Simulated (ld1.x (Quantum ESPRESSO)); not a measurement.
**Cl: one change to a TM potential, before and after**

ld1.x (Quantum ESPRESSO) 7.5 input, shortened:

```
&input
   title='Cl', zed=17., rel=1, dft='PBE', iswitch=3,
   config='[Ne] 3s2 3p4 3d-2'
 /
 &inputp
   pseudotype=2, tm=.true., lloc=1,
   nlcc=.false.
 /
3
3S  1  0   2.00   0.00  0.90  0.90  0.0
3D  3  2  -2.00   0.45  1.10  1.10  0.0
3P  2  1   4.00   0.00  1.00  1.00  0.0
 &test
   configts(1)='3s2 3p4'
 /
```

All-electron outer shells of the reference configuration (PBE, scalar-relativistic, ld1.x):

```tsv
shell	level (eV)	outermost node (bohr)	outermost maximum (bohr)
3s	-32.09	0.55	1.27
3p	-19.43	0.53	1.39
```

Change: wave 3p (bound): rc 1.00 bohr becomes 3p (bound): rc 1.22 bohr.

Cutoffs: the cutoffs (Ry, on a coarse ladder) from which the occupation-weighted sum of valence levels, in a spherical-Bessel basis at the reference potential, stays within 10 and 1 mRy of its value at 400 Ry; they do not see the model core or the augmentation charge, which bear on the density cutoff. Errors are all-electron minus pseudo energies relative to the spin-unpolarised reference configuration.

Problem. Predict the effect on cutoff, ghosts and configuration errors.

Solution. The potential gets softer (140 Ry and 300 Ry → 110 Ry and 300 Ry); of the 7 tests that both files solve, the error grows in 1 and shrinks in 4 by more than 15 % and 0.3 meV (median size 34.8 → 39.2 meV); neither file shows a bound ghost. A larger radius leaves more room for a smooth pseudo-wave, so fewer plane waves are needed.

```tsv
quantity	base	changed
cutoff, loose	140 Ry	110 Ry
cutoff, tight	300 Ry	300 Ry
loose cutoff by channel (10 mRy a level)	s 100 Ry, p 100 Ry	s 100 Ry, p 15 Ry
bound ghosts	none	none
error for 3s2 3p5, meV [ΔE -13.88 eV]	+7.9	+6.0
error for 3s2 3p3, meV [ΔE 25.45 eV]	+15	+11
error for 3s2 3p2, meV [ΔE 63.75 eV]	+89	+71
error for 3s1 3p6, meV [ΔE -1.72 eV]	+45	+52
error for 3s2 3p1, meV [ΔE 116.00 eV]	+270	+237
error for 3s1 3p5, meV [ΔE 12.71 eV]	+35	+39
error for 3s2 3p4.5, meV [ΔE -8.29 eV]	+2.7	+2.2
```
